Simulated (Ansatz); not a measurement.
Computed with Ansatz on PBE0-D4/def2-TZVP structures; ΔE is electronic, products minus reactants. CCSD(T)/CBS adds triple-zeta CCSD(T) − MP2 to the extrapolated MP2 energy (def2 sets, frozen cores). Functionals use def2-TZVPP. def2 core potentials past Kr. For Te outer-core shells are correlated without core-valence functions, which leaves a few kJ/mol of doubt a bond. One conformer a species, not always the lowest.

`CC[SiH](O)P` + H₂Te → `P[TeH]` + `CC[SiH2]O`  (cleavage of the P–Si bond)

```json
{"level": "ωB97X-V", "ΔE (kJ/mol)": "-7.1"}
{"level": "r2SCAN", "ΔE (kJ/mol)": "-9.0"}
```

(1) What does CCSD(T)/CBS give? (Estimate.)

Largest T1 diagnostic among the species: 0.012.

Results:

(1) The calculation gave: -11.8 kJ/mol. The listed levels differ from it by 4.7, 2.8 kJ/mol.

The D4 term adds +5.7 kJ/mol with B3LYP and +3.7 kJ/mol with PBE0; it sums over pairs of atoms, weighted by their polarisabilities, and B3LYP, whose exchange is more repulsive, gets the larger term. In def2-TZVPP, CCSD(T) changes the Hartree–Fock value by +15.1 kJ/mol (the triples alone add +1.2 kJ/mol) and MP2 by +9.5 kJ/mol.

B3LYP here is the variant with VWN-RPA as its local correlation; programs differ in this.
